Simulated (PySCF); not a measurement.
ReO3F, SMILES [O]=[Re](=[O])([F])=[O], multiplicity 1.

The structure is a stationary point at PBE0-D3(BJ)/def2-SVP. The spin state was assumed, not searched. The def2 effective core potentials stand for the cores of Re; spin–orbit coupling is left out.

These are PySCF with PBE0-D3(BJ)/def2-SVP values and carry that method's errors.

Frequencies are harmonic and unscaled.

Modes within 1.5 cm⁻¹ of each other (mostly degenerate sets) share a row, with their intensities summed.

Computed harmonic wavenumbers and intensities:
```json
[
 {"mode": "1–2", "ν (cm⁻¹)": "231", "IR (km/mol)": "16.0", "moving atoms (share of kinetic energy)": "F 48 %, O 42 %, Re 10 %"},
 {"mode": "3", "ν (cm⁻¹)": "319", "IR (km/mol)": "13.9", "moving atoms (share of kinetic energy)": "O 84 %, Re 12 %"},
 {"mode": "4–5", "ν (cm⁻¹)": "360", "IR (km/mol)": "5.0", "moving atoms (share of kinetic energy)": "O 94 %"},
 {"mode": "6", "ν (cm⁻¹)": "727", "IR (km/mol)": "93.8", "moving atoms (share of kinetic energy)": "F 88 %, Re 11 %"},
 {"mode": "7–8", "ν (cm⁻¹)": "1040", "IR (km/mol)": "350.1", "moving atoms (share of kinetic energy)": "O 89 %, Re 11 %"},
 {"mode": "9", "ν (cm⁻¹)": "1081", "IR (km/mol)": "18.8", "moving atoms (share of kinetic energy)": "O 97 %"}
]
```
